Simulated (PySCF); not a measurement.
C7H10.
SMILES with atom numbers: `[CH2:1]=[CH:2][C:3](=[CH2:4])/[CH:5]=[CH:6]/[CH3:7]` (hydrogens: H8, H9 on C1; H10 on C2; H11, H12 on C4; H13 on C5; H14 on C6; H15, H16, H17 on C7)

The same species was optimised twice, with GFN2-xTB and with PBE0-D3(BJ)/def2-SVP (PySCF), and the same property calculations (PySCF, gas phase) were run on both structures.

```json
{"coordinate": "C1=C2 (Å)", "GFN2-xTB": "1.326", "PBE0-D3(BJ)/def2-SVP": "1.339", "change": "+0.013"}
{"coordinate": "C5=C6 (Å)", "GFN2-xTB": "1.329", "PBE0-D3(BJ)/def2-SVP": "1.342", "change": "+0.013"}
{"coordinate": "C3=C4 (Å)", "GFN2-xTB": "1.338", "PBE0-D3(BJ)/def2-SVP": "1.351", "change": "+0.013"}
{"coordinate": "C3–C5 (Å)", "GFN2-xTB": "1.461", "PBE0-D3(BJ)/def2-SVP": "1.470", "change": "+0.009"}
{"coordinate": "C2–C3 (Å)", "GFN2-xTB": "1.465", "PBE0-D3(BJ)/def2-SVP": "1.473", "change": "+0.008"}
{"coordinate": "C6–C7 (Å)", "GFN2-xTB": "1.491", "PBE0-D3(BJ)/def2-SVP": "1.490", "change": "-0.001"}
{"coordinate": "C1–C2–C3 (°)", "GFN2-xTB": "125.4", "PBE0-D3(BJ)/def2-SVP": "127.6", "change": "+2.2"}
{"coordinate": "C2–C3–C5 (°)", "GFN2-xTB": "120.6", "PBE0-D3(BJ)/def2-SVP": "122.6", "change": "+2.0"}
{"coordinate": "C3–C5–C6 (°)", "GFN2-xTB": "125.7", "PBE0-D3(BJ)/def2-SVP": "127.4", "change": "+1.7"}
{"coordinate": "C2–C3–C4 (°)", "GFN2-xTB": "119.5", "PBE0-D3(BJ)/def2-SVP": "118.3", "change": "-1.2"}
{"coordinate": "C4–C3–C5 (°)", "GFN2-xTB": "119.9", "PBE0-D3(BJ)/def2-SVP": "119.1", "change": "-0.8"}
{"coordinate": "C5–C6–C7 (°)", "GFN2-xTB": "124.2", "PBE0-D3(BJ)/def2-SVP": "124.5", "change": "+0.3"}
{"coordinate": "C1–C2–C3–C4 (°)", "GFN2-xTB": "-148", "PBE0-D3(BJ)/def2-SVP": "-156", "change": "-8"}
{"coordinate": "C2–C3–C5–C6 (°)", "GFN2-xTB": "27", "PBE0-D3(BJ)/def2-SVP": "24", "change": "-3"}
```

Rotational constants: A = 3988, B = 1821, C = 1297 MHz (GFN2-xTB) against A = 3921, B = 1775, C = 1254 MHz (PBE0-D3(BJ)/def2-SVP). Point groups within 0.08 Å: C1 and C1.

On the GFN2-xTB structure: lowest singlet, TDDFT (eV) 5.33 [wB97X-D/def2-SVPD]; lowest triplet, Tamm–Dancoff (eV) 3.13 [wB97X-D/def2-SVPD]; isotropic polarisability (au) 89.9 [wB97X-D/def2-SVPD]; HOMO (eV) -8.03 [wB97X-D/def2-SVPD]; LUMO (eV) 0.90 [wB97X-D/def2-SVPD]; dipole (D) 0.63 [wB97X-D/def2-SVPD]; HOMO (eV) -6.29 [PBE0/pcSseg-1]; LUMO (eV) -0.78 [PBE0/pcSseg-1]; dipole (D) 0.66 [PBE0/pcSseg-1]; GIAO shielding of C1 (ppm) 60.7 [PBE0/pcSseg-1]; GIAO shielding of C2 (ppm) 41.5 [PBE0/pcSseg-1]; GIAO shielding of C3 (ppm) 34.2 [PBE0/pcSseg-1]; GIAO shielding of C4 (ppm) 67.1 [PBE0/pcSseg-1]; GIAO shielding of C5 (ppm) 49.4 [PBE0/pcSseg-1]; GIAO shielding of C6 (ppm) 46.9 [PBE0/pcSseg-1]; GIAO shielding of C7 (ppm) 164.4 [PBE0/pcSseg-1].

Question: What do these properties become on the PBE0-D3(BJ)/def2-SVP structure?

Answer: 
```tsv
property	level	on GFN2-xTB	on PBE0-D3(BJ)/def2-SVP	change
lowest singlet, TDDFT (eV)	wB97X-D/def2-SVPD	5.33	5.28	-0.05
lowest triplet, Tamm–Dancoff (eV)	wB97X-D/def2-SVPD	3.13	3.00	-0.13
isotropic polarisability (au)	wB97X-D/def2-SVPD	89.9	92.7	+2.8
HOMO (eV)	wB97X-D/def2-SVPD	-8.03	-8.06	-0.03
LUMO (eV)	wB97X-D/def2-SVPD	0.90	0.73	-0.17
dipole (D)	wB97X-D/def2-SVPD	0.63	0.54	-0.09
energy, GFN2-xTB geometry as zero (kcal/mol)	wB97X-D/def2-SVPD	0.0	-1.4	-1.4
HOMO (eV)	PBE0/pcSseg-1	-6.29	-6.32	-0.03
LUMO (eV)	PBE0/pcSseg-1	-0.78	-0.95	-0.17
dipole (D)	PBE0/pcSseg-1	0.66	0.57	-0.09
energy, GFN2-xTB geometry as zero (kcal/mol)	PBE0/pcSseg-1	0.0	-0.8	-0.8
GIAO shielding of C1 (ppm)	PBE0/pcSseg-1	60.7	59.7	-1.0
GIAO shielding of C2 (ppm)	PBE0/pcSseg-1	41.5	39.3	-2.2
GIAO shielding of C3 (ppm)	PBE0/pcSseg-1	34.2	33.4	-0.8
GIAO shielding of C4 (ppm)	PBE0/pcSseg-1	67.1	59.5	-7.6
GIAO shielding of C5 (ppm)	PBE0/pcSseg-1	49.4	47.2	-2.2
GIAO shielding of C6 (ppm)	PBE0/pcSseg-1	46.9	46.5	-0.4
GIAO shielding of C7 (ppm)	PBE0/pcSseg-1	164.4	162.5	-1.9
```

The heavy atoms differ by 0.055 Å rms after alignment. Among bonds between heavy atoms C1=C2, C3=C4 and C5=C6 change most and about equally (+0.013 Å). Changes are differences of the printed values. Neither structure is proved a minimum here.

The values belong to the conformer `[CH2:1]=[CH:2][C:3](=[CH2:4])/[CH:5]=[CH:6]/[CH3:7]`: C1–C2–C3–C4 -156°, C2–C3–C5–C6 24°.

wB97X-D is run here without its empirical dispersion term; that term would change no orbital, density or response property at a fixed geometry.
